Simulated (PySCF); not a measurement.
**Two-component Hartree-Fock for Nb²²⁺ (niobium, charge +22)**

Start: [Ar] 3d1; 3d5/2 filled at m_j = +5/2. Calculated with PySCF 2.14 in an even-tempered Gaussian basis (16 s from 2.7 bohr⁻², ratio 2.8; 12 p from 3.5 bohr⁻², ratio 2.8; 8 d from 3.5 bohr⁻², ratio 2.8; 3 f from 11 bohr⁻², ratio 3): generalised Hartree-Fock with the X2C-1e Hamiltonian and a Gaussian nucleus; one run each with spin-orbit coupling (SO) screened by Boettger's factors, then bare. This is a chosen level, not necessarily the ground level.

| spinor shell | electrons | ε, screened SO (eV) | ε, bare SO (eV) | weight of nominal j (bare SO) | rms radius, bare SO (bohr) |
| --- | --- | --- | --- | --- | --- |
| 1s1/2 | 2 | -19986.1 | -19986.0 | 1.000 | 0.0415 |
| 2s1/2 | 2 | -3629.2 | -3629.3 | 1.000 | 0.170 |
| 2p1/2 | 2 | -3398.6 | -3402.3 | 1.000 | 0.147 |
| 2p3/2 | 4 | -3302.0 | -3300.5 | 1.000 | 0.152 |
| 3s1/2 | 2 | -1228.4 | -1228.4 | 1.000 | 0.429 |
| 3p1/2 | 2 | -1136.9 | -1137.6 | 0.988 | 0.421 |
| 3p3/2 | 4 | -1118.1 | -1117.7 | 0.994 | 0.429 |
| 3d5/2 | 1 | -997.98 | -997.45 | 1.000 | 0.386 |

| quantity | screened SO | bare SO |
| --- | --- | --- |
| E (hartree) | -3528.73145 | -3528.75665 |
| M_J | 5/2 | 5/2 |
| ⟨J²⟩ | 8.752 | 8.752 |
| ⟨L²⟩ | 6.006 | 6.007 |
| ⟨S²⟩ | 0.755 | 0.755 |

Each row is a mean over spinors that exchange with the open shell spreads, by up to 14.241 eV (3p3/2).

Breit and QED terms are absent; they matter most for the inner s and p1/2 levels.

Densities and radii are taken from the X2C orbitals without a picture-change correction, which distorts them close to the nucleus.
